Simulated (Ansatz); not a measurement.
Start from `N/C=N/[SiH2]N` and change one atom or group to get `N=CN=CN`.

Ansatz, PBE0-D4/def2-TZVP geometries, multiplicity 1. Each molecule was computed in one conformer, which needn't be the lowest.

| property | `N/C=N/[SiH2]N` |
| --- | --- |
| HOMO–LUMO gap (PBE/def2-TZVPP) / eV | 4.87 |
| LUMO energy (B3LYP/def2-TZVPP) / eV | 0.21 |
| HOMO energy (PBE0/def2-TZVPP) / eV | -6.80 |
| HOMO–LUMO gap (PBE0/def2-TZVPP) / eV | 7.27 |
| LUMO energy (PBE/def2-TZVPP) / eV | -0.57 |
| HOMO–LUMO gap (ωB97M-V/def2-TZVPP) / eV | 11.47 |

Give the same properties after the change, and the shifts. (Estimate.)

Ansatz gave: 
```csv
property,`N=CN=CN`,shift
HOMO–LUMO gap (PBE/def2-TZVPP) / eV,4.41,-0.46
LUMO energy (B3LYP/def2-TZVPP) / eV,-0.70,-0.91
HOMO energy (PBE0/def2-TZVPP) / eV,-6.99,-0.19
HOMO–LUMO gap (PBE0/def2-TZVPP) / eV,6.53,-0.74
LUMO energy (PBE/def2-TZVPP) / eV,-1.47,-0.90
HOMO–LUMO gap (ωB97M-V/def2-TZVPP) / eV,10.85,-0.62
```

With PBE0 the HOMO falls by 0.19 eV and the LUMO falls by 0.93 eV, so the gap narrows by about 0.74 eV. PBE moves the HOMO by -0.44 eV and ωB97M-V by -0.02 eV.

B3LYP here is the variant with VWN-RPA as its local correlation; programs differ in this.
